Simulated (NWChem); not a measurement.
System: C4H5Cl; SMILES C(=CC)=CCl

Input file for NWChem:

```
start job
memory heap 200 mb stack 900 mb global 1100 mb
geometry units angstroms
  C     -2.815572    -0.042825     0.699866
  C     -1.841269    -0.335066    -0.397960
  C     -0.573086    -0.545413    -0.218030
  C      0.694670    -0.715009    -0.022616
  Cl     1.829212     0.610841    -0.068413
  H     -2.315115    -0.002630     1.663164
  H     -3.304335     0.912262     0.511863
  H     -3.585069    -0.813352     0.728452
  H     -2.256954    -0.393497    -1.396895
  H      1.163790    -1.666077     0.169781
end
basis spherical
  * library def2-svp
end
dft
  xc xpbe96 cpbe96
  disp vdw 4
  iterations 150
end
driver
  maxiter 120
end
task dft optimize
task dft freq
```

Parts of the log:

```
             Northwest Computational Chemistry Package (NWChem) 7.3.0
             --------------------------------------------------------

 C1  symmetry detected

                             Geometry "geometry" -> ""
                             -------------------------

 Output coordinates in angstroms (scale by  1.889725989 to convert to a.u.)

  No.       Tag          Charge          X              Y              Z
 ---- ---------------- ---------- -------------- -------------- --------------
    1 C                    6.0000     0.57034249     2.68859901     0.26746700
    2 C                    6.0000    -0.25503438     1.69207925    -0.48459314
    3 C                    6.0000    -0.51430081     0.48994416    -0.06918860
    4 C                    6.0000    -0.73029008    -0.71699867     0.34408171
    5 Cl                  17.0000     0.32244811    -2.04583734    -0.07196062
    6 H                    1.0000     0.94620913     2.26233654     1.19323179
    7 H                    1.0000     1.41217523     3.00568657    -0.34669804
    8 H                    1.0000    -0.02823962     3.56947599     0.49639899
    9 H                    1.0000    -0.67159858     2.03503587    -1.42423901
   10 H                    1.0000    -1.56446736    -1.01504270     0.95803493

 Effective nuclear repulsion energy (a.u.)     183.9821630591

                                Z-matrix (autoz)
                                --------

 Units are Angstrom for bonds and degrees for angles

[...]

      ----------------------
      Optimization converged
      ----------------------

  Step       Energy      Delta E   Gmax     Grms     Xrms     Xmax
  ---- ---------------- -------- -------- -------- -------- --------
@    7    -614.92121666 -5.4D-08  0.00013  0.00003  0.00066  0.00179
                                     ok       ok       ok       ok

                                Z-matrix (autoz)
                                --------

 Units are Angstrom for bonds and degrees for angles

[...]

 Rotational Constants
 --------------------
 A=   0.512550 cm-1  (  0.737429 K)
 B=   0.050597 cm-1  (  0.072796 K)
 C=   0.048711 cm-1  (  0.070082 K)

 Temperature                      =   298.15K
 frequency scaling parameter      =   1.0000

 Zero-Point correction to Energy  =   45.805 kcal/mol  (  0.072994 au)
 Thermal correction to Energy     =   49.640 kcal/mol  (  0.079107 au)
 Thermal correction to Enthalpy   =   50.233 kcal/mol  (  0.080051 au)

 Total Entropy                    =   78.075 cal/mol-K
   - Translational                =   39.320 cal/mol-K (mol. weight =  88.0080)
   - Rotational                   =   26.637 cal/mol-K (symmetry #  =        1)
   - Vibrational                  =   12.118 cal/mol-K

 Cv (constant volume heat capacity) =   20.176 cal/mol-K
   - Translational                  =    2.979 cal/mol-K
   - Rotational                     =    2.979 cal/mol-K
   - Vibrational                    =   14.217 cal/mol-K

[normal modes left out]

 ----------------------------------------------------------------------------
 Normal Eigenvalue ||           Projected Infra Red Intensities
  Mode   [cm**-1]  || [atomic units] [(debye/angs)**2] [(KM/mol)] [arbitrary]
 ------ ---------- || -------------- ----------------- ---------- -----------
    1       -0.000 ||    0.000002           0.000         0.002       0.002
    2       -0.000 ||    0.000390           0.009         0.381       0.387
    3        0.000 ||    0.000264           0.006         0.257       0.261
    4        0.000 ||    0.000177           0.004         0.173       0.175
    5        0.000 ||    0.000259           0.006         0.252       0.256
    6        0.000 ||    0.000175           0.004         0.170       0.173
    7      111.879 ||    0.001043           0.024         1.017       1.033
    8      150.600 ||    0.000998           0.023         0.973       0.989
    9      199.862 ||    0.001102           0.025         1.074       1.091
   10      279.228 ||    0.001103           0.025         1.075       1.092
   11      473.683 ||    0.008444           0.195         8.232       8.361
   12      539.635 ||    0.006535           0.151         6.370       6.470
   13      694.616 ||    0.023990           0.553        23.386      23.753
   14      740.043 ||    0.059986           1.384        58.477      59.396
   15      836.747 ||    0.023308           0.538        22.721      23.078
   16      877.306 ||    0.044340           1.023        43.224      43.903
   17      998.325 ||    0.000156           0.004         0.152       0.155
   18     1050.448 ||    0.001942           0.045         1.893       1.923
   19     1119.000 ||    0.000660           0.015         0.643       0.654
   20     1199.995 ||    0.036349           0.839        35.435      35.991
   21     1329.801 ||    0.001620           0.037         1.579       1.604
   22     1365.014 ||    0.003444           0.079         3.358       3.411
   23     1401.119 ||    0.008377           0.193         8.166       8.295
   24     1424.850 ||    0.012835           0.296        12.512      12.708
   25     2015.998 ||    0.021428           0.494        20.889      21.217
   26     2965.515 ||    0.020715           0.478        20.194      20.511
   27     3037.286 ||    0.007734           0.178         7.539       7.658
   28     3038.087 ||    0.005013           0.116         4.887       4.964
   29     3089.771 ||    0.007543           0.174         7.353       7.469
   30     3117.281 ||    0.003051           0.070         2.975       3.021
 ----------------------------------------------------------------------------
```

Level: PBE-D3(BJ)/def2-SVP.
